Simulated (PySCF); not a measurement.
Start geometry of `S([SiH2][SeH])C[SiH3]` from a GFN2-xTB structure with every atom displaced at random (by about 0.01 Å) (Å):
```
atom  x, y, z in Å
Si1    2.2565    0.1537    0.1865
C2     0.8465   -0.1256   -1.0964
S3    -0.6606    0.8677   -0.7411
Si4   -1.6657   -0.4556    0.5522
Se5   -3.6781    0.5313    1.0611
H6     3.3775   -0.6166   -0.2514
H7     2.5470    1.6044    0.1983
H8     1.7728   -0.2656    1.4850
H9     1.1609    0.2049   -2.0678
H10    0.5474   -1.1660   -1.1495
H11   -1.9577   -1.7089   -0.1511
H12   -0.9672   -0.6940    1.8039
H13   -3.5733    1.6536    0.1598
```

Problem. What comes out of this run: PBE0-D3(BJ)/def2-SVP geometry optimisation, gas phase in PySCF 2.14.0?

Solution. 
```
atom  x, y, z in Å
Si1    1.7252   -0.1006    0.1076
C2     0.3996    0.2198   -1.2005
S3    -0.8495    1.4376   -0.6313
Si4   -1.9919    0.2522    0.7464
Se5   -4.1072    1.0842    0.7885
H6     2.7358   -1.0837   -0.3956
H7     2.4027    1.1792    0.4639
H8     1.0663   -0.6646    1.3257
H9     0.8498    0.6637   -2.1026
H10   -0.0962   -0.7125   -1.5165
H11   -1.9142   -1.1636    0.2721
H12   -1.5507    0.3253    2.1688
H13   -4.2507    0.9667   -0.6720
```

The energy falls by 6.7 kcal/mol over 15 energy and gradient evaluations, the largest force component goes from 0.0292 to 3.8e-04 Eh/bohr, and the atoms move by 0.624 Å rms after alignment. The bond that changes most is Si1–H6 (SiH3 silicon to Si–H hydrogen), which lengthens by 0.068 Å. Bonds longer at the end by more than 0.005 Å: 9 of 12; shorter: 2. Among the angles that change most is Se5–Si4–H11, from 107.4° to 113.6°. Among the dihedrals that turn most is H12–Si4–Se5–H13, from 129° to 177°. Rotational constants go from 4847, 493.8, 477.0 to 5145, 503.0, 475.0 MHz. The orientation of the end geometry is arbitrary; only internal coordinates are fixed.

The run used 140 basis functions and 101 SCF cycles in all.

PBE0-D3(BJ)/def2-SVP frequencies: not computed here. One conformer, not necessarily the lowest.
